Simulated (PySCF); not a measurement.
TDDFT excited states: C4H9BCl2

BCl2(iBu), C₄H₉BCl₂.
InChI=1S/C4H9BCl2/c1-4(2)3-5(6)7/h4H,3H2,1-2H3

Level of theory: TDDFT wB97X-D/def2-SVPD, vertical, gas phase, core orbitals frozen in the response (PySCF). Geometry: PBE0-D3(BJ)/def2-SVP, one conformer, isolated molecule.

| state | λ (nm) | E (eV) | f | main configurations (H = HOMO, L = LUMO) |
| --- | --- | --- | --- | --- |
| S1 | 209.8 | 5.91 | 0.0028 | H→L (91%) |
| S2 | 203.5 | 6.09 | 0.0000 | H-1→L (97%) |
| S3 | 173.0 | 7.16 | 0.114 | H-2→L (94%) |
| S4 | 166.7 | 7.44 | 0.086 | H-3→L (92%) |
| S5 | 165.1 | 7.51 | 0.010 | H-4→L (75%), H-6→L (18%) |
| S6 | 160.5 | 7.72 | 0.025 | H-5→L (84%) |
| S7 | 149.7 | 8.28 | 0.0007 | H-6→L (62%), H-4→L (20%), H-10→L (10%) |
| S8 | 148.0 | 8.38 | 0.0038 | H-7→L (52%), H→L+1 (33%) |
| S9 | 146.6 | 8.46 | 0.122 | H→L+1 (49%), H-7→L (30%) |
| S10 | 146.3 | 8.47 | 0.035 | H-1→L+1 (82%) |

Triplets (Tamm–Dancoff): T1 5.53 eV, H→L (90%); T2 5.95 eV, H-1→L (96%); T3 6.27 eV, H-2→L (94%); T4 6.90 eV, H-3→L (61%), H-7→L (36%).

The lowest singlet comes at 210 nm (570 kJ/mol) in the ultraviolet; it is very weak; its leading configuration is HOMO→LUMO (91%). The strongest level in the table is S9 at 8.46 eV (147 nm, f = 0.122). Löwdin shares by element: HOMO chlorine 34%, carbon 30% or more (atoms not listed hold the other 36%); LUMO boron 43%, chlorine 35%, carbon 10% or more. Orbital energies (eV): HOMO-3 -11.41, HOMO-2 -11.29, HOMO-1 -10.79, HOMO -10.52, LUMO 0.42, LUMO+1 1.63, LUMO+2 2.64. Weighted by f, the mean energy of these states is 7.78 eV. Of the 10 states listed, 6 reach f = 0.01 and 1 stays under 0.0005. The window holds the lowest 10 singlets.
